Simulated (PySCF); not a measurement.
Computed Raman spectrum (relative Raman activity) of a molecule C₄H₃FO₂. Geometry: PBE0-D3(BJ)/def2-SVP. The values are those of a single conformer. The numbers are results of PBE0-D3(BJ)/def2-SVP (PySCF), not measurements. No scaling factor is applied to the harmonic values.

| ν (cm⁻¹) | relative intensity |
|---|---|
| 530 | 2.6 |
| 605 | 8.1 |
| 704 | 3.0 |
| 878 | 6.3 |
| 993 | 8.4 |
| 1105 | 2.3 |
| 1200 | 4.4 |
| 1424 | 8.6 |
| 1728 | 15 |
| 1885 | 23 |
| 3109 | 100 |
| 3180 | 60 |
| 3311 | 66 |

Pick the molecule that these values belong to.
A. O=C1C=C(F)OC1
B. FC=C=C1OCO1
C. Oc1coc(F)c1
D. C#C[C@@H](F)C(=O)O

A, O=C1C=C(F)OC1
